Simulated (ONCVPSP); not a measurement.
Before and after: ONCV potential for Ni (Z = 28)

ONCVPSP 4.0.1 input, shortened (lines: element, Z, core and valence counts, functional; n l f; lmax; l rc ep ncon nbas qcut; lloc lpopt rc5 dvloc0; l nproj debl; icmod fcfact rcfact), PBE, fully relativistic:

```
  Ni 28.00    3    4        4      upf
    1    0    2.00
    2    0    2.00
    2    1    6.00
    3    0    2.00
    3    1    6.00
    3    2    8.00
    4    0    1.00
    2
    0    1.45    0.00    3    7    6.50
    1    1.05    0.00    4    8   11.30
    2    1.00    0.00    5   10   15.90
    4    5    0.80    3.00
    0    2    3.10
    1    3    1.20
    2    2    3.80
    3    3.00    1.50
```

Open shells are filled in proportion to 2j + 1.

In the p channel the program set the typed energies aside and used -2.931, 0.250, 1.450 Ha (j = l + 1/2; the other j can differ).

All-electron outer shells of the reference configuration (PBE, scalar-relativistic, ld1.x):

```tsv
shell	level (eV)	outermost node (bohr)	outermost maximum (bohr)
2p	-853.66	–	0.16
3s	-120.17	0.30	0.64
3p	-80.51	0.27	0.65
3d	-17.92	–	0.63
4s	-13.18	0.92	2.13
```

Change: core correction Teter function, fcfact 3, rcfact 1.9.

Cutoffs: the cutoffs (Ha) at which the residual kinetic energy of the hardest occupied pseudo-wave falls to 1 and 0.1 mHa per electron; they do not see the model core or the augmentation charge, which bear on the density cutoff. Errors are all-electron minus pseudo energies relative to the spin-unpolarised reference configuration.

Predict the effect on cutoff, ghosts and configuration errors.

The potential gets neither clearly harder nor softer (101 Ha and 114 Ha → 101 Ha and 114 Ha); the errors of the 4 common tests hardly move; neither file shows a bound ghost. A model core, the more so a compact one, raises the density cutoff, which this test does not measure.

```csv
quantity,base,changed
"cutoff, loose",101 Ha,101 Ha
"cutoff, tight",114 Ha,114 Ha
bound ghosts,none,none
GHOST(+) flags under 300 eV,none,none
"error for 3s2 3p6 3d8 4s2, meV [ΔE -9.32 eV]",+0.1,+0.1
"error for 3s2 3p6 3d8 4s0, meV [ΔE 17.35 eV]",+1.1,+1.0
"error for 3s2 3p6 3d7 4s0, meV [ΔE 54.82 eV]",+0.6,+0.3
"error for 3s2 3p6 3d8 4s1 4p1, meV [ΔE -4.73 eV]",-0.1,-0.1
s: phases at 1.47 bohr within 0.05 rad from the reference energy up to (Ha; the scan ends near 5),to the end of the scan,to the end of the scan
p3/2: phases at 1.06 bohr within 0.05 rad from the reference energy up to (Ha; the scan ends near 5),to the end of the scan,to the end of the scan
p1/2: phases at 1.06 bohr within 0.05 rad from the reference energy up to (Ha; the scan ends near 5),to the end of the scan,to the end of the scan
d5/2: phases at 1.01 bohr within 0.05 rad from the reference energy up to (Ha; the scan ends near 5),to the end of the scan,to the end of the scan
d3/2: phases at 1.01 bohr within 0.05 rad from the reference energy up to (Ha; the scan ends near 5),to the end of the scan,to the end of the scan
"rms error of d²Exc/dni dnj with the model core, mHa",6.16,4.15
```
